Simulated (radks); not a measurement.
Species: the potassium ion K+. Configuration: [Ar]. All-electron calculation, non-relativistic Kohn-Sham, r2SCAN, spin-polarised, spherical densities, point nucleus; meta-GGA in the generalised Kohn-Sham scheme. Program: a radial shooting solver on a logarithmic mesh with Libxc functionals.

Unscreened Slater integrals over Kohn-Sham orbitals (cm^-1). They are taken over the spin-up orbitals.

\begin{tabular}{lr}
integral & value \\ \hline
F0(3p,3p) & 139440 \\
F2(3p,3p) & 69896 \\
F0(3p,3s) & 146660 \\
G1(3p,3s) & 97264 \\
F0(3p,2p) & 190590 \\
F2(3p,2p) & 33130 \\
G0(3p,2p) & 12873 \\
G2(3p,2p) & 13064 \\
F0(3p,2s) & 187980 \\
G1(3p,2s) & 9827.4 \\
F0(3s,3s) & 155070 \\
F0(3s,2p) & 206600 \\
G1(3s,2p) & 15356 \\
F0(3s,2s) & 204360 \\
G0(3s,2s) & 12347 \\
F0(2p,2p) & 572790 \\
F2(2p,2p) & 267550 \\
F0(2p,2s) & 535800 \\
G1(2p,2s) & 314420 \\
F0(2s,2s) & 511450 \\
\end{tabular}
